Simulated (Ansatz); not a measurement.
[VO2(OH)2]- (VO₄H₂⁻). The state is a singlet with charge -1. Geometry PBE-D4/def2-SVPD.

```xyz
7

V     0.124   -0.263   -0.251
O     1.134    0.070   -1.492
O    -0.300   -1.840   -0.198
O    -1.425    0.760   -0.435
H    -2.188    0.241   -0.125
O     0.976    0.193    1.345
H     1.679    0.839    1.157
```

HSE06 is defined as in plane-wave codes, on full-range PBE exchange. The restricted singlet is unstable towards broken spin symmetry in Hartree–Fock (as tested in another run); at HF/STO-3G, PBE-D4/def2-SVPD, BLYP-D4/def2-TZVPD, PBE0-D4/def2-SVPD and others this wasn't settled.

(1) Estimate the orbital energies around the gap (eV) in Ansatz with HF/STO-3G, PBE-D4/def2-SVPD, BLYP-D4/def2-TZVPD, PBE0-D4/def2-SVPD, HSE06-D4/def2-TZVPD.

## Answers

(1) 
```json
{"orbital": "HOMO−5", "HF/STO-3G": "-3.76", "PBE-D4/def2-SVPD": "-3.20", "BLYP-D4/def2-TZVPD": "-3.01", "PBE0-D4/def2-SVPD": "-4.98", "HSE06-D4/def2-TZVPD": "-4.43"}
{"orbital": "HOMO−4", "HF/STO-3G": "-3.20", "PBE-D4/def2-SVPD": "-2.71", "BLYP-D4/def2-TZVPD": "-2.57", "PBE0-D4/def2-SVPD": "-4.36", "HSE06-D4/def2-TZVPD": "-3.88"}
{"orbital": "HOMO−3", "HF/STO-3G": "-2.07", "PBE-D4/def2-SVPD": "-2.50", "BLYP-D4/def2-TZVPD": "-2.32", "PBE0-D4/def2-SVPD": "-4.10", "HSE06-D4/def2-TZVPD": "-3.58"}
{"orbital": "HOMO−2", "HF/STO-3G": "-1.68", "PBE-D4/def2-SVPD": "-2.31", "BLYP-D4/def2-TZVPD": "-2.14", "PBE0-D4/def2-SVPD": "-3.96", "HSE06-D4/def2-TZVPD": "-3.43"}
{"orbital": "HOMO−1", "HF/STO-3G": "-1.57", "PBE-D4/def2-SVPD": "-1.87", "BLYP-D4/def2-TZVPD": "-1.72", "PBE0-D4/def2-SVPD": "-3.43", "HSE06-D4/def2-TZVPD": "-2.93"}
{"orbital": "HOMO", "HF/STO-3G": "-0.60", "PBE-D4/def2-SVPD": "-1.35", "BLYP-D4/def2-TZVPD": "-1.19", "PBE0-D4/def2-SVPD": "-2.94", "HSE06-D4/def2-TZVPD": "-2.41"}
{"orbital": "LUMO", "HF/STO-3G": "14.98", "PBE-D4/def2-SVPD": "2.40", "BLYP-D4/def2-TZVPD": "2.56", "PBE0-D4/def2-SVPD": "3.27", "HSE06-D4/def2-TZVPD": "3.05"}
{"orbital": "LUMO+1", "HF/STO-3G": "15.54", "PBE-D4/def2-SVPD": "2.60", "BLYP-D4/def2-TZVPD": "2.70", "PBE0-D4/def2-SVPD": "3.42", "HSE06-D4/def2-TZVPD": "3.10"}
{"orbital": "LUMO+2", "HF/STO-3G": "15.86", "PBE-D4/def2-SVPD": "3.06", "BLYP-D4/def2-TZVPD": "3.00", "PBE0-D4/def2-SVPD": "3.66", "HSE06-D4/def2-TZVPD": "3.31"}
{"orbital": "LUMO+3", "HF/STO-3G": "16.38", "PBE-D4/def2-SVPD": "3.16", "BLYP-D4/def2-TZVPD": "3.02", "PBE0-D4/def2-SVPD": "3.91", "HSE06-D4/def2-TZVPD": "3.40"}
{"orbital": "LUMO+4", "HF/STO-3G": "16.80", "PBE-D4/def2-SVPD": "3.88", "BLYP-D4/def2-TZVPD": "3.60", "PBE0-D4/def2-SVPD": "4.51", "HSE06-D4/def2-TZVPD": "3.81"}
{"orbital": "LUMO+5", "HF/STO-3G": "19.14", "PBE-D4/def2-SVPD": "4.15", "BLYP-D4/def2-TZVPD": "3.75", "PBE0-D4/def2-SVPD": "4.67", "HSE06-D4/def2-TZVPD": "3.91"}
```
